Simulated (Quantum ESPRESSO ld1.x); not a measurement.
Input (ld1.x (Quantum ESPRESSO 7.5)):

```
 &input
    atom='Mo',
    iswitch=1,
    rel=2,
    dft='PZ',
    config='[Kr] 4d1.5 5s1.5',
    rel_dist='average',
    verbosity='high',
    lsmall=.true.,
    prefix='ld1',
    max_out_wfc=37,
    file_charge='ld1.rho',
 /
```

Command: `OMP_NUM_THREADS=1 ld1.x < ld1.in > ld1.out`

It prints (banner and zero overlaps left out):

```
     Program LD1 v.7.5 starts

     --------------------------- All-electron run ----------------------------

     dirac relativistic calculation

     atomic number is 42.00
     dft =PZ   lsd =0 sic =0 latt =0  beta=0.20 tr2=1.0E-14
     Exchange-correlation= PZ
                           (   1   1   0   0   0   0   0)
     mesh =2043 r(mesh) =  99.31835 a.u. xmin = -8.00 dx = 0.00800
     1 Ry =  13.60569312 eV, c = 137.03599908

     n l j   nl                  e(Ry)          e(Ha)          e(eV)
     Spin orbit split results
     1 0 0.5 1S 1( 2.00)   -1457.186545034    -728.593272517 -19826.0329547
     2 0 0.5 2S 1( 2.00)    -208.421456091    -104.210728045  -2835.7183718
     2 1 0.5 2P 1( 2.00)    -192.107238579     -96.053619289  -2613.7521348
     2 1 1.5 2P 1( 4.00)    -184.289453292     -92.144726646  -2507.3857473
     3 0 0.5 3S 1( 2.00)     -37.905368668     -18.952684334   -515.7288138
     3 1 0.5 3P 1( 2.00)     -31.695914918     -15.847957459   -431.2448916
     3 1 1.5 3P 1( 4.00)     -30.405914041     -15.202957021   -413.6935356
     4 0 0.5 4S 1( 2.00)      -7.567415563      -3.783707782   -102.9599339
     4 1 0.5 4P 1( 2.00)      -5.748638093      -2.874319046    -78.2142058
     4 1 1.5 4P 1( 4.00)      -5.548601531      -2.774300765    -75.4925697
     3 2 1.5 3D 1( 4.00)     -19.390769884      -9.695384942   -263.8248645
     3 2 2.5 3D 1( 6.00)     -19.146019357      -9.573009679   -260.4948639
     4 2 1.5 4D 1( 0.60)      -2.820835187      -1.410417593    -38.3794179
     4 2 2.5 4D 1( 0.90)      -2.797051874      -1.398525937    -38.0558294
     5 0 0.5 5S 1( 1.50)      -2.183615020      -1.091807510    -29.7095959
     Averaged results
     1 0     1S 1( 2.00)   -1457.186545034    -728.593272517 -19826.0329547
     2 0     2S 1( 2.00)    -208.421456091    -104.210728045  -2835.7183718
     2 1     2P 1( 6.00)    -186.895381721     -93.447690860  -2542.8412098
     3 0     3S 1( 2.00)     -37.905368668     -18.952684334   -515.7288138
     3 1     3P 1( 6.00)     -30.835914334     -15.417957167   -419.5439876
     4 0     4S 1( 2.00)      -7.567415563      -3.783707782   -102.9599339
     4 1     4P 1( 6.00)      -5.615280385      -2.807640192    -76.3997817
     3 2     3D 1(10.00)     -19.243919568      -9.621959784   -261.8268641
     4 2     4D 1( 1.50)      -2.806565199      -1.403282599    -38.1852648
     5 0     5S 1( 1.50)      -2.183615020      -1.091807510    -29.7095959

     final scf error:  7.7E-15 reached in  22 iterations

     Etot =   -8085.535824 Ry,   -4042.767912 Ha, -110009.319152 eV

     Ekin =    8382.345835 Ry,    4191.172917 Ha,  114047.625076 eV
     Encl =  -19432.036726 Ry,   -9716.018363 Ha, -264386.328451 eV
     Eh   =    3200.306482 Ry,    1600.153241 Ha,   43542.387893 eV
     Exc  =    -236.151414 Ry,    -118.075707 Ha,   -3213.003670 eV
```

Run on one thread of a shared host, so times are rough (Intel(R) Xeon(R) Processor @ 2.60GHz): 0.48 s of CPU time, 1.6 s wall, 22 iterations on 2043 mesh points.
